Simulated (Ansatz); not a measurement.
A nudged elastic band was laid between two geometries of C2H8OSiTe (13 atoms, charge 0, multiplicity 1).

Level of theory: RKS PBE0-D4/def2-SVP in Ansatz.

```yaml
movable_images: 5
climbing_image: yes
spring: 5.0 eV/Å²
optimiser: quadratic models (default)
start_path: IDPP
force_threshold: 0.05 eV/Å
iteration_limit: 52
end_points: relaxed
```

First end point:

```xyz
13
Properties=species:S:1:pos:R:3
O 0.011 0.298 1.821
C 0.762 -0.183 0.759
Te 1.689 -2.125 1.343
C -0.008 -0.286 -0.541
Si -0.975 1.312 -0.904
H -0.725 -0.309 1.973
H 1.614 0.503 0.650
H 1.407 -2.840 -0.134
H -0.727 -1.125 -0.513
H 0.678 -0.490 -1.378
H -1.429 1.283 -2.329
H -0.095 2.501 -0.699
H -2.180 1.428 -0.032
```

Last end point:

```xyz
13
Properties=species:S:1:pos:R:3
O -0.131 0.117 1.672
C 0.560 -0.396 0.585
Te 1.332 -2.431 1.093
C -0.359 -0.393 -0.611
Si -1.136 1.322 -0.887
H 0.477 0.205 2.416
H 1.483 0.170 0.366
H 2.786 -2.173 0.323
H -1.174 -1.123 -0.477
H 0.195 -0.695 -1.513
H -1.665 1.395 -2.285
H -0.089 2.379 -0.722
H -2.259 1.588 0.056
```

Which bonds break or form, and what moves?

No bond is made or broken. The dihedral H6–O1–C2–Te3 goes from -65 to 62°.

What energy profile does the band end with?

It converged. The highest image is number 3 of 0 to 6, 0.251 eV above the first end and 0.241 eV above the last; the last end lies 0.011 eV above the first. A vibrational analysis at the climbing image gives 2 clearly imaginary modes (524i, 119i cm⁻¹): a point of higher order, so a lower path passes nearby. Another band between the same ends, with other settings, climbed to 0.10 eV only, so this may not be the lowest route.

```
image  path coordinate (Å)  energy (eV)  dihedral H6–O1–C2–Te3 (°)
    0                 0.00        0.000                        -65
    1                 0.52        0.009                        -68
    2                 1.03        0.096                        -49
    3                 1.55        0.251                         -2
    4                 2.05        0.093                         47
    5                 2.56        0.018                         66
    6                 3.06        0.011                         62
```

What is the geometry of the highest image?


```xyz
13
Properties=species:S:1:pos:R:3:forces:R:3
O -0.034 0.327 1.727 -0.01 0.00 0.00
C 0.656 -0.289 0.678 0.00 -0.01 0.01
Te 1.352 -2.310 1.286 0.01 0.00 0.00
C -0.197 -0.322 -0.570 0.01 0.00 0.00
Si -1.026 1.356 -0.912 0.00 0.00 0.00
H -0.113 -0.235 2.501 0.00 0.00 0.00
H 1.593 0.260 0.488 0.00 0.00 -0.01
H 2.118 -2.560 -0.168 0.00 0.00 0.00
H -0.997 -1.076 -0.480 0.00 0.00 0.00
H 0.414 -0.601 -1.444 0.00 0.00 0.00
H -1.506 1.360 -2.329 0.00 0.00 0.00
H -0.042 2.468 -0.741 0.00 0.00 0.00
H -2.199 1.588 -0.020 0.00 0.00 0.00
```

The band took 7 iterations and of the order of 5 core-minutes.

The run took 2.7 min on 2 threads of Intel(R) Xeon(R) Platinum 8488C (Sapphire Rapids) (shared host), peak memory 0.36 GiB.
